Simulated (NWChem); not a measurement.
# C$_{3}$H$_{5}$ClSi; SMILES Cl[SiH2]C=C=C

```xyz
10

C     -0.5068     3.1492     0.4012
C     -0.1883     2.0424    -0.2180
C      0.1415     0.9161    -0.8033
Si     0.7683    -0.5265     0.1901
Cl    -0.5375    -2.1314     0.0193
H      0.2353     3.9358     0.5704
H     -1.5270     3.3201     0.7594
H      0.0464     0.8325    -1.8947
H      0.8638    -0.1367     1.6222
H      2.0859    -0.9931    -0.3264
```
Atoms are numbered in this order, from 1.

Results from NWChem. Medium grid unless said otherwise, to which SCAN and Minnesota functionals are sensitive. Structure relaxed at the PBE0/def2-SVP level. B3LYP is NWChem's, with the RPA form of VWN correlation.

### Question
Among these, which level gives the lowest value of “dipole (D)”?
(A) CAM-B3LYP/def2-TZVP
(B) PBE/def2-TZVP
(C) r2SCAN/def2-TZVP
(D) TPSSh/def2-TZVP

### Answer
B, PBE/def2-TZVP. Values: PBE/def2-TZVP 1.82; TPSSh/def2-TZVP 1.89; r2SCAN/def2-TZVP 1.89; CAM-B3LYP/def2-TZVP 1.93
